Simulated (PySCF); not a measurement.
Gas-phase equilibrium of 1 mol GeCl₄, 0.58 mol O₂ at 1200 K and 1.01 bar, among 12 species (ClO, O₂, O, GeCl₃, Ge₂O₂, O₃, GeCl₄, Cl, Cl₂, GeO₂, GeCl₂, GeO). Only gases are allowed; each row takes one source of thermochemistry for all species, and Cantera finds the minimum.

Computed with PySCF (xtb for GFN2) and rigid-rotor harmonic-oscillator thermochemistry at 1 bar. † marks an energy on the PBE0/def2-TZVP geometry and frequencies; other levels use their own. 6-31G* has spherical d functions here. Open shells (unrestricted) among the columns below: O₂ (multiplicity 3); the rest are closed-shell singlets. GFN2 has no spin-polarisation term. B3LYP is the form with VWN-RPA correlation. Ge: all electrons, no relativistic terms. GeO₂: computed as isolated molecules; such fragments, hydroxides, amides, oligomers or adducts are transient or little studied in the gas. The harmonic model lacks anharmonicity and excited electronic states, which grow with temperature; levels with a mode under 35 cm⁻¹ are left out.

Molecules larger than those listed are left out, and so are free Ge atoms, whose spin-orbit terms are large. Also missing: (GeO)n, which can matter at low temperature or high pressure.

With B3LYP/6-31G* thermochemistry: GeCl₄ 0.62, Cl₂ 0.0034, O₂ 0.36, GeO₂ 1.0e-10, GeO 2.5e-6, GeCl₂ 0.0045.

Question: How far does the composition move with the other sources (BLYP/def2-TZVP†, GFN2-xTB, PBE0/def2-QZVP†, r2SCAN/def2-TZVP†)?

Answer: 
```csv
thermochemistry,x GeCl₄,x Cl₂,x O₂,x GeO₂,x GeO,x GeCl₂
B3LYP/6-31G*,0.62,0.0034,0.36,1.0e-10,2.5e-6,0.0045
BLYP/def2-TZVP†,0.58,0.029,0.36,4.5e-7,0.00022,0.029
GFN2-xTB,0.082,0.60,2.2e-6,0.18,0.10,0.034
PBE0/def2-QZVP†,0.63,0.00088,0.37,1.4e-8,6.4e-6,0.00091
r2SCAN/def2-TZVP†,0.63,0.00031,0.37,2.8e-8,3.5e-6,0.00032
```
The most sensitive of these is GeO₂: it spans a factor of 10^9.3 over these rows; at this temperature one factor of ten is RT ln 10 = 23 kJ/mol.
